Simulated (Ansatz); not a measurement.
Ansatz (a first-principles code) input file for CdClH3OSi, SMILES [SiH3][O][Cd][Cl], PBE/def2-SVPD. Geometry optimised at PBE0-D3(BJ)/def2-SVP. The def2 effective core potentials stand for the cores of Cd; spin–orbit coupling is left out. One conformer was computed; it need not be the lowest.

Ansatz 0.2 input:
```yaml
crystal:
  periodic: [false, false, false]
  atoms:
    - {symbol: Cd, position_ang: [0.12794188, -0.38800279, -0.00000000]}
    - {symbol: Cl, position_ang: [-0.27800251, -2.62015185, 0.00000000]}
    - {symbol: O, position_ang: [0.56616840, 1.51837681, 0.00000000]}
    - {symbol: Si, position_ang: [-0.30048308, 2.91981212, 0.00000000]}
    - {symbol: H, position_ang: [-1.18841798, 3.03043247, -1.20539517]}
    - {symbol: H, position_ang: [0.63908411, 4.08146611, 0.00000000]}
    - {symbol: H, position_ang: [-1.18841800, 3.03043248, 1.20539515]}
basis:
  gaussian:
    orbitals: def2-SVPD
hamiltonian:
  xc: {name: PBE}
```

Output:

```
WARN ansatz: RAYON_NUM_THREADS=1 ignored (pool sized by the plan → 1); use --threads N
Functional definition: PBE
integrals: 0.07 GiB planned
1193 factors; their error is unknown
mean field: 0.42 GiB planned
mean field evaluation 1: about -27033.1998 eV, gradient 7.1e1 eV
mean field evaluation 2: about -26882.7296 eV, gradient 2.1e2 eV
mean field evaluation 4: about -27041.4118 eV, gradient 2.7e1 eV
mean field evaluation 8: about -27043.3985 eV, gradient 1.3e-1 eV
mean field evaluation 16: about -27043.3692 eV, gradient 7.2e-5 eV
mean field -27043.36915958 eV, -993.8254859605 hartree, gradient 7.3e-5 eV, S^2 0.000000; 0 other end points of the search recorded, 0 dependent functions left out
reference -27043.36920876 eV, -993.8254877677 hartree; 31, 31 occupied and 101, 101 virtual orbitals, 1193 factors
Total energy: -27043.36920876 eV, -993.8254877677 hartree
```

The calculation finished and met its thresholds.

Cost: very roughly 2.9 core-seconds.
